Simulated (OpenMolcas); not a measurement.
# Ne⁴⁺: the spin-orbit constant, Slater's ratio, worked from levels

* Program: OpenMolcas 26.06
* Basis: ANO-RCC-VTZP [4s3p2d1f]
* Scalar Hamiltonian: DKH2, point nucleus
* Active space: 4 electrons in 9 orbitals (RAS2 2s 2p; RAS3 3d, at most 2 electrons)
* State averaging: 2S+1 = 3 even, 3 roots; 2S+1 = 1 even, 6 roots; 2S+1 = 5 odd, 1 root; 2S+1 = 3 odd, 9 roots; 2S+1 = 1 odd, 8 roots
* Spin-orbit coupling: RASSI with atomic mean-field integrals over the reference wave functions, term energies averaged over their components

Methods: RASSCF; SS-RASPT2, IPEA 0.25 Eh, imaginary shift 0.1 Eh (closed shells correlated: 1s). Measured levels: NIST levels in Podobedova, Fuhr, Reader and Wiese, J. Phys. Chem. Ref. Data 33, 525 (2004).

**The spin-orbit constant.** For the Hund term 3P of p2, E(J) = (A/2) J(J+1) + constant and ζ = 2S·A = 2A. From J = 0 to J = 2 the energy changes by 3 A.

```tsv
Source	E(2) - E(0)	A	ζ
RASSCF	1149.7	383.2	766
SS-RASPT2	1149.9	383.3	767
measured	1110.1	370.0	740
```

All in cm-1. SS-RASPT2 is off by +3.6 % and RASSCF by +3.6 %. Both methods take the spin-orbit matrix elements from the reference wave functions, so the second can move ζ only through the term energies and any multistate remixing. Second-order mixing with other terms is absorbed into this ζ.

**Slater's ratio.** With one set of orbitals, p2 has 1D - 3P = 6 F2 and 1S - 1D = 9 F2 (F2 = F²/25), a ratio of 3/2. Term energies are centres of gravity, weighted by 2J + 1.

```
   Source  1D - 3P  1S - 3P  F2 from the first  Ratio
   RASSCF    31443    66322               5240  1.109
SS-RASPT2    30172    64033               5029  1.122
 measured    29537    63159               4923  1.138
```

Energies in cm-1. A ratio away from 3/2 shows effects beyond one configuration with one set of orbitals, and in heavier atoms second-order spin-orbit shifts.

Active for correlation alone: 3d; no level in the range computed is led by a configuration that fills it, so any true level of that kind is missing. Computed and measured levels are paired by configuration, term and J; levels that our copy of the source lacks, or whose pairing is in doubt (as where it misses far off the trend of its configuration), stay unpaired and out of the deviations. Only configurations of the active space appear.
